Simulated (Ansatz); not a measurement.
Cu₂N₂H₄⁺, that is (CuNH2)2 ring with one electron fewer. Total charge 1; doublet. Geometry r2SCAN-D4/def2-SVP, that of the neutral singlet; atoms count from 1.

Cartesian coordinates in Å:
```
Cu 0.129 -0.416 1.021
N -0.536 -1.451 -0.523
Cu -0.129 0.416 -1.021
N 0.536 1.451 0.523
H -1.502 -1.788 -0.539
H 0.020 -2.219 -0.907
H -0.021 2.219 0.907
H 1.502 1.789 0.539
```

Q: Estimate the Mulliken populations from the PBE0/def2-TZVP orbitals of Ansatz.

A: 
```tsv
atom	charge (e)	spin (α − β)	d electrons
Cu1	0.58	0.33	9.65
N2	-0.66	0.18	–
Cu3	0.58	0.33	9.65
N4	-0.66	0.18	–
H5	0.29	-0.01	–
H6	0.29	-0.01	–
H7	0.29	-0.01	–
H8	0.29	-0.01	–
```
Mulliken values and Mayer orders depend strongly on the basis.

Q: Where does the spin sit?

A: Summed by element: Cu 0.67, N 0.36, H -0.02, of 1 unpaired in all. Largest on single atoms: Cu1 0.33, Cu3 0.33, N2 0.18.

Q: And the Mayer bond orders between bonded heavy atoms (over 0.3)?

A: Cu1–N2 0.65 (1.97 Å); Cu1–Cu3 0.40 (2.22 Å); Cu1–N4 0.65 (1.97 Å); N2–Cu3 0.65 (1.97 Å); Cu3–N4 0.65 (1.97 Å).
